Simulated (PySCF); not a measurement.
TiF4, SMILES [F][Ti]([F])([F])[F], multiplicity 1. Heavy atoms are numbered as in [Ti:1]([F:2])([F:3])([F:4])[F:5].

Coordinates come from a B3LYP-D3(BJ)/def2-SVP optimisation. The spin state was assumed, not searched. The isomer is the one that the SMILES or the coordinates give; other isomers of the formula were not compared.

Computed with PBE/pcSseg-1 run with PySCF.

GIAO shieldings, no solvent; atoms alike by connectivity are averaged. δ = σ(ref) − σ: ¹⁹F against CFCl3 (σ = 133.6 ppm), references at their B3LYP-D3(BJ)/def2-TZVP geometries, non-relativistic.

Problem. Estimate the chemical shifts. (The exact figures need the calculation; the answer reports its results.)

Solution. 
```tsv
nucleus	atoms	count	δ (ppm)
¹⁹F	F2	4	343.8
```
